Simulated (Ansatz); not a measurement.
Compare A (`O[SiH2]CBr`) with its isomer B (`OC[SiH2]Br`).

Computed with Ansatz on PBE0-D4/def2-TZVP structures; ΔE is electronic, products minus reactants. CCSD(T)/CBS is the MP2 limit (def2-TZVPP, def2-QZVPP) plus CCSD(T) − MP2 in def2-TZVPP, frozen cores. Functionals use def2-TZVPP. B3LYP here is the variant with VWN-RPA as its local correlation; programs differ in this. For Br outer-core shells are correlated without core-valence functions, which leaves a few kJ/mol of doubt a bond. Scalar relativity is left out up to krypton. One conformer a species, not always the lowest.

(1) Which is lower in electronic energy at CCSD(T)/CBS, and by how much? (Best estimate.)

(2) Give E(B) − E(A) in kJ/mol with HF/def2-TZVPP, LDA (SPW92), CCSD/def2-TZVPP, PBE-D4, CCSD(T)/def2-SVP, B2PLYP, B3LYP. (Estimate.)

(3) Does the order hold for the free energy at 298.15 K (harmonic terms from PBE0-D4)? (An estimate is asked.)

Largest T1 diagnostic: 0.009.

Answers

(1) The calculation gave: A, by 47.4 kJ/mol.

(2) Computed: HF/def2-TZVPP 46.7, LDA (SPW92) 31.8, CCSD/def2-TZVPP 49.4, PBE-D4 33.2, CCSD(T)/def2-SVP 22.7, B2PLYP 48.0, B3LYP 43.5. None reverses the order clearly.

(3) The calculation gave: Yes: G(B) − G(A) = +51.8 kJ/mol, for one conformer each.

Leaving LDA and LC-ωPBE aside and taking each functional with its dispersion term where it has one, the values, not all of them listed here, spread over 15.2 kJ/mol, from revPBE-D4 to B2PLYP. At CCSD(T), def2-SVP lies −24.7 kJ/mol from the extrapolated value and def2-TZVPP +2.1 kJ/mol.
